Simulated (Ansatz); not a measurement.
A run for Ansatz (an electronic-structure program): SC-NEVPT2 on CASSCF(4,3)/cc-pVTZ on BeH2Se (SMILES [BeH][SeH]), a point of a bond scan (R = 3.981 Å).

Ansatz 0.2 input:
```yaml
crystal:
  periodic: [false, false, false]
  atoms:
    - {symbol: Be, position_ang: [-0.68973544, -0.76066788, -1.41803736]}
    - {symbol: H, position_ang: [-1.20927000, -1.34114003, -2.49064135]}
    - {symbol: Se, position_ang: [0.09181580, 0.16025393, 0.22400564]}
    - {symbol: H, position_ang: [2.12939399, -3.14745087, 1.09500798]}
basis:
  gaussian:
    orbitals: cc-pVTZ
    pivot_positions_ang: [[-0.68973544, -0.76066788, -1.41803736], [-1.20927000, -1.34114003, -2.49064135], [0.09181580, 0.16025393, 0.22400564], [2.12939399, -3.14745087, 1.09500798]]
magnetization: {spin_polarized: false}
correlation: {method: sc_nevpt2, electrons: outside_noble_gas, active_space: {window: {electrons: 4, orbitals: 3}}}
output: {orbitals: {seedname: ./end}}
```

Program output:

```
WARN ansatz: RAYON_NUM_THREADS=1 ignored (pool sized by the plan → 1); use --threads N
Functional definition: HF
integrals: 0.04 GiB planned
668 factors; integrals over basis functions are off by at most 5.2e-4 eV
mean field: 0.21 GiB planned
mean field evaluation 1: about -65722.8973 eV, gradient 2.0e1 eV
mean field evaluation 2: about -65722.9766 eV, gradient 2.1e1 eV
mean field evaluation 4: about -65726.3042 eV, gradient 1.9e1 eV
mean field evaluation 8: about -65728.4248 eV, gradient 2.9e-1 eV
mean field evaluation 16: about -65728.4257 eV, gradient 3.1e-6 eV
mean field evaluation 32: about -65722.4744 eV, gradient 2.0e1 eV
mean field evaluation 64: about -65727.6282 eV, gradient 4.6e0 eV
mean field -65728.42571205 eV, -2415.4750925908 hartree, gradient 3.1e-6 eV, S^2 0.000000; 5 other end points of the search recorded, 0 dependent functions left out; unrestricted orbitals would lower it
reference -65728.42571205 eV, -2415.4750925908 hartree; 20, 20 occupied and 81, 81 virtual orbitals, 668 factors
configuration interaction: 0.15 GiB planned
configuration interaction: 0.00 GiB planned
state -65732.52963604 eV, -2415.6259090157 hartree
state -65732.52963604 eV, -2415.6259090157 hartree; corrected -65737.24367625 eV, -2415.7991467979 hartree
WARN: 1 active orbitals are nearly empty or full. The corrections depend on them more than the energy does, and are more stable in an active space without them
Total energy: -65737.24367625 eV, -2415.7991467979 hartree
```

Self-consistency was reached.

Warnings raised: idle orbitals.

Cost: very roughly 7 core-seconds.
